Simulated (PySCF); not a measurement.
Bonds (- single, = double, # triple, : aromatic): C1#C2 1.213 Å, C2-C3 1.441 Å, C3-C4 1.561 Å, C4-C5 1.549 Å, C5-Si6 1.894 Å, Si6-C3 1.916 Å. C1 carries H7; C3 carries H8; C4 carries H9, H10; C5 carries H11, H12; Si6 carries H13, H14. Stereochemistry as in C#C[C@H]1CC[SiH2]1. H10, H11, H14 are cis to C2 on the ring; H9, H12, H13 are trans to C2 on the ring.

A single conformation, non-relativistic, isolated molecule. GIAO PBE0/pcSseg-1 shieldings; coordinates at the PBE0-D3(BJ)/def2-SVP level; PySCF 2.14.0 with density-fitted response routines.

Shifts are taken against calculated references (same method and geometry level): 13C (σref 184.41) vs TMS.

**Question.** Do the 13C shifts follow the atomic charges (in e)? Tabulate both.

**Answer.** 
```csv
atoms,hybridisation,δ (ppm),σ para (ppm),Hirshfeld,IAO,Mulliken,ESP-fitted
C2,sp,87.6,-155,-0.05,-0.03,+0.35,-0.17
C1,sp,74.0,-149,-0.14,-0.27,-0.42,-0.39
C4,sp3,32.3,-98,-0.06,-0.24,-0.19,-0.08
C3,sp3,16.3,-88,-0.10,-0.39,-0.56,+0.08
C5,sp3,7.7,-77,-0.16,-0.54,-0.50,-0.42
```

Correlation coefficients of δ with charge over these carbons: Hirshfeld +0.39, IAO +0.87, Mulliken +0.73, ESP-fitted -0.19; with the paramagnetic shielding -1.00. With so few points, grouped by hybridisation, these coefficients are fragile. Charge is one influence among several: hybridisation and low-lying excitations act through the paramagnetic term.

Shifts are as computed. Against solution values, carbons near 30 ppm lie about +2 ppm off and those near 130 ppm about +5 ppm. Of 1313 compounds with measured shifts, 239 miss one by over three times the rms of a fit or turn the order of signals round; such compounds aren't used in these exercises.
